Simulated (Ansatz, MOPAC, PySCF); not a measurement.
Ligands exchanged one at a time, Al Cl-NH2. Gas-phase values, no solvent. Strings in code marks are SMILES.

Quantity: vertical ionisation energy (energy after one electron is removed minus that of the parent at the parent's geometry), in eV.

Level 1: frozen-core MP2/cc-pVTZ // PBE-D3(BJ)/def2-TZVP (Ansatz, a first-principles code)
Level 2: minus the HOMO energy of PBE-D3(BJ)/def2-TZVP (PySCF)
Level 3: minus the HOMO energy of PM3 // PBE-D3(BJ)/def2-TZVP (MOPAC)
Level 4: minus the HOMO energy of PM7 // PBE-D3(BJ)/def2-TZVP (MOPAC)

```
species                level 1  level 2  level 3  level 4
---------------------  -------  -------  -------  -------
`[NH2][Al]([Cl])[Cl]`    10.54     6.56    10.23    11.17
```
